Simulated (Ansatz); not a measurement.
System: CH4AlO, charge 0, doublet. CH4AlO (SMILES [CH3][Al][OH], doublet).
B3LYP-D3(BJ)/def2-TZVP minimum from Ansatz (a program for electronic structure):
```xyz
7

Al     0.5392    -0.2387    -0.0632
C     -0.2472     1.3232    -0.9815
H     -0.5342     2.0673    -0.2330
H     -1.1529     1.0069    -1.5068
H      0.4315     1.7868    -1.6971
O     -0.5006    -0.9922     1.0692
H     -0.2661    -1.7593     1.5939
```
Charge 0, spin multiplicity 2.

Total energies in hartree (Ansatz). Open shells are spin-unrestricted; no spin-orbit coupling. Correlated methods leave the cores frozen. No relativity. Where a partner has so few electrons that a lower coupled-cluster level is exact, that level stands in. The spin of CH4AlO ([CH3][Al][OH], doublet) was assumed, and the state is the lowest solution found for it.

```csv
species,HF/cc-pV(T+d)Z,CCSD(T)/cc-pV(T+d)Z,HF/cc-pV(Q+d)Z,CCSD(T)/cc-pV(Q+d)Z,CCSD(T)/cc-pV(D+d)Z,CCSDT(Q)/cc-pV(D+d)Z
"1: CH4AlO (SMILES [OH][Al][CH3], doublet)",-357.06688,-357.59077,-357.07900,-357.63522,-357.43648,-357.43839
2: Al (doublet),-241.87908,-241.93131,-241.88044,-241.93374,-241.92191,-241.92229
3: C (triplet),-37.69157,-37.78076,-37.69331,-37.78654,-37.76038,-37.76071
4: H (doublet),-0.49981,-0.49981,-0.49995,-0.49995,-0.49928,-0.49928
5: O (triplet),-74.81176,-74.97396,-74.81729,-74.99357,-74.90995,-74.91013
```

Question: Work out the atomisation energy (electronic, to ground-state atoms) in kcal/mol: take Hartree-Fock from cc-pV(Q+d)Z, extrapolate the CCSD(T) correlation energy as X^-3 (X = 3, 4), and add CCSDT(Q) - CCSD(T) in cc-pV(D+d)Z. 1 hartree = 627.51 kcal/mol.

Answer: 
Species 1: correlation (64·(-0.55622) - 27·(-0.52389))/37 = -0.57981; step -0.00191; E1 = -357.07900 + (-0.57981) + (-0.00191) = -357.66072
Species 2: correlation (64·(-0.05330) - 27·(-0.05223))/37 = -0.05408; step -0.00038; E2 = -241.88044 + (-0.05408) + (-0.00038) = -241.93490
Species 3: correlation (64·(-0.09323) - 27·(-0.08919))/37 = -0.09618; step -0.00033; E3 = -37.69331 + (-0.09618) + (-0.00033) = -37.78982
Species 4: correlation (64·(0.00000) - 27·(0.00000))/37 = 0.00000; step +0.00000; E4 = -0.49995 + (0.00000) + (+0.00000) = -0.49995
Species 5: correlation (64·(-0.17628) - 27·(-0.16220))/37 = -0.18655; step -0.00018; E5 = -74.81729 + (-0.18655) + (-0.00018) = -75.00402
-1·E1 +1·E2 +1·E3 +4·E4 +1·E5 = 0.93218 hartree = 585.0 kcal/mol.
